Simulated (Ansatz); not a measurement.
CH3FOSi, SMILES `O=C[SiH2]F`, relaxed with RKS PBE0-D4/def2-TZVP in Ansatz 0.2.0 from a PBE-D4/def2-SVP geometry. The force threshold is 0.005 eV/Å; the program also tests the step.

Charge 0, multiplicity 1.

Start:

```xyz
7

O     0.132    2.013   -0.217
C    -0.332    1.046    0.364
Si    0.224   -0.703   -0.245
F    -0.488   -1.888    0.642
H    -1.061    1.176    1.227
H    -0.187   -0.848   -1.680
H     1.712   -0.798   -0.091
```

| step | energy (eV) | largest force (eV/Å) | largest move (Å) |
| --- | --- | --- | --- |
| 1 | -13721.4635 | 1.124 | 0.000 |
| 2 | -13721.5099 | 0.668 | 0.035 |
| 3 | -13721.5213 | 0.109 | 0.018 |
| 4 | -13721.5215 | 0.023 | 0.002 |
| 5 | -13721.5215 | 0.026 | 0.001 |
| 6 (rejected) | -13721.5214 | 0.056 | 0.005 |
| 7 | -13721.5216 | 0.006 | 0.003 |
| 8 | -13721.5216 | 0.005 | 0.002 |

End:

```xyz
7

O     0.116    2.001   -0.201
C    -0.330    1.032    0.362
Si    0.226   -0.698   -0.249
F    -0.480   -1.833    0.630
H    -1.043    1.158    1.210
H    -0.183   -0.855   -1.662
H     1.694   -0.806   -0.089
```

Run time 19 s (2 threads of an AMD EPYC 7B13 on a shared host); peak host memory 0.3 GiB.
